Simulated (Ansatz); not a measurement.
System: BH₃S₂, charge 0, singlet. BH3S2 (SMILES SBS).
B3LYP-D3(BJ)/def2-TZVP minimum from Ansatz (a quantum-chemistry and plane-wave program):
```
B
H 1 1.1840
S 1 1.7964 2 120.77
H 3 1.3424 1 96.75 2 0.00
S 1 1.7964 2 120.77 4 180.00
H 5 1.3424 1 96.75 2 0.00
```
Charge 0, spin multiplicity 1.

Total energies in cc-pV(D+d)Z, 18 correlated electrons, 11 frozen orbitals. Radicals and triplets start from unrestricted determinants; spin-orbit coupling is neglected. Correlated methods leave the cores frozen. No relativity.

```tsv
method	program	energy (Eh)	minus CCSDT(Q) (mEh)
HF	Ansatz	-821.55986	417.45
MP2	Ansatz	-821.91762	59.69
CCSD	Ansatz	-821.96212	15.19
CCSD(T)	Ansatz	-821.97523	2.08
CCSDT(Q)	Ansatz	-821.97731	0.00
```

Rough core times of Ansatz's runs on a shared machine: CCSD(T) under 20 s, CCSDT(Q) 3 min.
